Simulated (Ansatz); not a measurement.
`[NH2][ZnH]` + `O[SiH2][SiH2][SnH3]` → `O[SiH2][SiH2][ZnH]` + `[NH2][SnH3]`  (redistribution)

Program: Ansatz. Geometries: PBE0-D4/def2-TZVP. ΔE: electronic, gas phase. CBS: MP2 limit from def2 TZ/QZ plus the TZ coupled-cluster correction, frozen cores. Functionals use def2-TZVPP. B3LYP here is the variant with VWN-RPA as its local correlation; programs differ in this. def2 core potentials past Kr. For Sn, Zn outer-core shells are correlated without core-valence functions, which leaves a few kJ/mol of doubt a bond. Scalar relativity is left out up to krypton. Each species was taken in one conformer, which may not be the lowest.

`[NH2][ZnH]`:

```xyz
5

N     0.306    0.412   -0.659
Zn   -0.151   -0.548    0.814
H     0.257    1.419   -0.639
H     0.024    0.094   -1.575
H    -0.436   -1.377    2.059
```

`O[SiH2][SiH2][SnH3]`:

```xyz
12

O     1.310    0.544    1.897
Si    1.839    0.044    0.414
Si    0.114   -1.083   -0.705
Sn   -1.958    0.410   -0.459
H     0.473    1.012    1.930
H     3.020   -0.814    0.677
H     2.260    1.193   -0.440
H    -0.178   -2.403   -0.081
H     0.415   -1.291   -2.148
H    -2.071    1.556   -1.719
H    -1.802    1.295    1.006
H    -3.422   -0.461   -0.371
```

`O[SiH2][SiH2][ZnH]`:

```xyz
10

O     0.254    2.244    0.011
Si    0.392    0.949   -1.013
Si   -0.712   -0.963   -0.220
Zn   -0.058   -1.623    1.967
H     0.694    2.189    0.859
H    -0.181    1.418   -2.300
H     1.828    0.599   -1.233
H    -2.186   -0.723   -0.275
H    -0.418   -2.058   -1.195
H     0.388   -2.032    3.401
```

`[NH2][SnH3]`:

Z-matrix (Å, degrees):
```
Sn
N 1 2.032
H 1 1.717 2 113.4
H 1 1.704 2 105.9 3 -120.4
H 1 1.704 2 105.9 3 120.4
H 2 1.012 1 112.9 3 -61.0
H 2 1.012 1 112.9 3 60.8
```

```json
{"level": "LDA (SPW92)", "ΔE (kJ/mol)": "49.2", "difference from CCSD(T)/CBS": "7.8"}
{"level": "PBE-D4", "ΔE (kJ/mol)": "37.9", "difference from CCSD(T)/CBS": "-3.5"}
{"level": "revPBE-D4", "ΔE (kJ/mol)": "33.8", "difference from CCSD(T)/CBS": "-7.6"}
{"level": "PBE0-D4", "ΔE (kJ/mol)": "37.1", "difference from CCSD(T)/CBS": "-4.3"}
{"level": "B3LYP-D4", "ΔE (kJ/mol)": "36.9", "difference from CCSD(T)/CBS": "-4.5"}
{"level": "BHLYP-D4", "ΔE (kJ/mol)": "37.1", "difference from CCSD(T)/CBS": "-4.3"}
{"level": "PBE", "ΔE (kJ/mol)": "35.2", "difference from CCSD(T)/CBS": "-6.2"}
{"level": "revPBE", "ΔE (kJ/mol)": "30.1", "difference from CCSD(T)/CBS": "-11.3"}
{"level": "BLYP", "ΔE (kJ/mol)": "31.7", "difference from CCSD(T)/CBS": "-9.7"}
{"level": "PBE0", "ΔE (kJ/mol)": "34.6", "difference from CCSD(T)/CBS": "-6.8"}
{"level": "r2SCAN0", "ΔE (kJ/mol)": "38.3", "difference from CCSD(T)/CBS": "-3.1"}
{"level": "MP2/def2-SVP", "ΔE (kJ/mol)": "29.3", "difference from CCSD(T)/CBS": "-12.1"}
{"level": "CCSD/def2-SVP", "ΔE (kJ/mol)": "27.3", "difference from CCSD(T)/CBS": "-14.1"}
{"level": "CCSD(T)/def2-SVP", "ΔE (kJ/mol)": "26.9", "difference from CCSD(T)/CBS": "-14.5"}
{"level": "HF/def2-TZVPP", "ΔE (kJ/mol)": "23.9", "difference from CCSD(T)/CBS": "-17.5"}
{"level": "HF/def2-QZVPP", "ΔE (kJ/mol)": "25.5", "difference from CCSD(T)/CBS": "-15.9"}
{"level": "CCSD(T)/CBS", "ΔE (kJ/mol)": "41.4", "difference from CCSD(T)/CBS": "0"}
```

Largest T1 diagnostic among the species: 0.016.

At CCSD(T), def2-SVP lies −14.5 kJ/mol from the extrapolated value and def2-TZVPP −3.2 kJ/mol. The D4 term adds +4.4 kJ/mol with B3LYP and +2.5 kJ/mol with PBE0; it sums over pairs of atoms, weighted by their polarisabilities, and B3LYP, whose exchange is more repulsive, gets the larger term. Leaving LDA and LC-ωPBE aside and taking each functional with its dispersion term where it has one, the values, not all of them listed here, spread over 12.0 kJ/mol, from B97M-V to r2SCAN-D4. LDA lies +14.1 kJ/mol from PBE without D4.
